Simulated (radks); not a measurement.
Question: These are the eigenvalues of the occupied orbitals of an atom or ion with whole-number occupations (eV). Calculated with a radial shooting solver on a logarithmic mesh with Libxc functionals: scalar-relativistic Kohn-Sham, PBE, spin-unpolarised, spherical densities, finite nucleus; Fermi nuclear charge, rms radius of each element as measured or else 0.836 A^(1/3) + 0.57 fm.

1s: -7612.317
2s: -917.7853
2p: -788.7695
3s: -121.4795
3p: -84.7321
3d: -27.0639

Which element is it, and in what charge state? The configuration may be excited.

Answer: Z = 27, cobalt, charge +2: Co2+ in [Ar] 3d7. The list shows which subshells hold electrons but not how many an open one holds; the 1s level, -279.75 hartree, gives Z - s = 23.7 by -(Z - s)^2/2, which with screening and relativity narrows Z to a few neighbours, and the depths of the outer levels then fix element, charge and occupations together.
